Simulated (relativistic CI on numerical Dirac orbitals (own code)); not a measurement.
**One change at a time: Fe²⁴⁺**

Base calculation: Dirac-Coulomb-Breit CI, KLI orbitals optimised for each configuration, model QED, unscaled Slater integrals.

Configurations in the expansion: 1s², 1s2s, 1s2p, 1s3s, 1s3p, 1s3d, 1s4s, 1s4p, 1s4d, 1s4f, 1s5s, 1s5p, 1s5d, 1s5f, 1s5g, 1s6s, 1s6p, 1s6d. Levels of other configurations are missing.

The lowest level and the first level of each name with at least 55 % of one term (blank where a level has no safe partner in the second run):

```tsv
Level	Base (eV)	Shift (eV)
1s² ¹S0	0.00	0.00
1s2s ³S1	6635.17	+6.20
1s2p ³P°0	6664.21	+3.97
1s2p ³P°1	6666.25	+5.71
1s2s ¹S0	6666.72	+5.02
1s2p ³P°2	6680.96	+6.07
1s2p ¹P°1	6699.47	+6.09
1s3s ³S1	7861.79	+6.20
1s3p ³P°0	7869.81	+5.59
1s3s ¹S0	7870.22	+5.85
1s3p ³P°1	7870.40	+6.07
1s3p ³P°2	7874.79	+6.17
1s3d ³D2	7879.02	+6.26
1s3d ³D1	7879.10	+6.08
```

At this charge energies of transitions that change n are usually good to better than 1 %, and those within a shell (Δn = 0) to a few per cent.

**Question.** One thing was changed in a second run, which moved the levels as shown. Which?
A. QED terms removed
B. configuration mixing switched off
C. Breit term removed

**Answer.** C. Breit term removed. The Breit term mainly narrows fine-structure intervals, so removing it widens them.

LS names give the leading component of a level, which can be under half, so a name can repeat, a term be missing and a line seem to break the LS rules.
